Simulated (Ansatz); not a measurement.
One change: `O[SiH2][Si](O)(Cl)Cl` becomes `O[SiH](Cl)[Si](O)(Cl)Cl`.

Ansatz, PBE0-D4/def2-TZVP geometries, multiplicity 1. Each molecule was computed in one conformer, which needn't be the lowest.

| property | `O[SiH2][Si](O)(Cl)Cl` |
| --- | --- |
| HOMO energy (PBE0/def2-TZVPP) / eV | -8.13 |
| size of the dipole moment (PBE/def2-TZVPP) / D | 2.00 |
| LUMO energy (ωB97M-V/def2-TZVPP) / eV | 0.95 |
| HOMO energy (B3LYP/def2-TZVPP) / eV | -7.94 |
| size of the dipole moment (B3LYP/def2-TZVPP) / D | 1.99 |
| size of the dipole moment (ωB97M-V/def2-TZVPP) / D | 2.01 |

(1) Give the same properties after the change, and the shifts. (Estimate.)

Results:

(1) Ansatz gave: 
```
                                          property  `O[SiH](Cl)[Si](O)(Cl)Cl`  shift
                HOMO energy (PBE0/def2-TZVPP) / eV                      -8.28  -0.15
    size of the dipole moment (PBE/def2-TZVPP) / D                       1.80  -0.20
             LUMO energy (ωB97M-V/def2-TZVPP) / eV                       1.12   0.17
               HOMO energy (B3LYP/def2-TZVPP) / eV                      -8.08  -0.14
  size of the dipole moment (B3LYP/def2-TZVPP) / D                       1.84  -0.15
size of the dipole moment (ωB97M-V/def2-TZVPP) / D                       1.86  -0.15
```

With PBE0 the HOMO falls by 0.15 eV and the LUMO rises by 0.11 eV, so the gap widens by about 0.26 eV. PBE moves the HOMO by -0.16 eV and ωB97M-V by -0.13 eV. Dipoles are sizes alone; their direction can turn.

B3LYP here is the variant with VWN-RPA as its local correlation; programs differ in this.
